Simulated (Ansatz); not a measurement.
Molecule (SMILES): [GaH] (GaH) (closed-shell singlet).
Atoms: Ga1, H2. Bonds: Ga1-H2.

Basis-set convergence of the optimised Ga1-H2 bond length at PBE0 with Ansatz (an electronic-structure program). Cartesian d functions, on some or all atoms, in 3-21G, 6-31G*, 6-31G**; all else is spherical. The program fits the integrals of some runs and decomposes those of others, by size. No added dispersion term, no relativity. Reference: the value in aug-cc-pV5Z, 1.6767 Å, itself unsure by roughly 0.0002 Å (its mean distance from pcseg-4, aug-pcseg-3, aug-cc-pVQZ). Deviations are taken from unrounded values.

```
basis        functions  optimised Ga1-H2 bond length (Å)  minus reference (Å)
-----------  ---------  --------------------------------  -------------------
pcseg-0             24                            1.6822               0.0055
3-21G               25                            1.6996               0.0229
def2-SV(P)          34                            1.6888               0.0121
6-31G*              37                            1.6946               0.0179
6-31G**             40                            1.6863               0.0096
aug-cc-pVDZ         45                            1.6860               0.0093
def2-TZVP           54                            1.6814               0.0047
cc-pVTZ             57                            1.6801               0.0034
def2-TZVPD          63                            1.6811               0.0044
def2-QZVP          105                            1.6774               0.0007
aug-cc-pVQZ        139                            1.6769               0.0002
cc-pV5Z            159                            1.6768               0.0001
pcseg-4            172                            1.6764              -0.0003
```
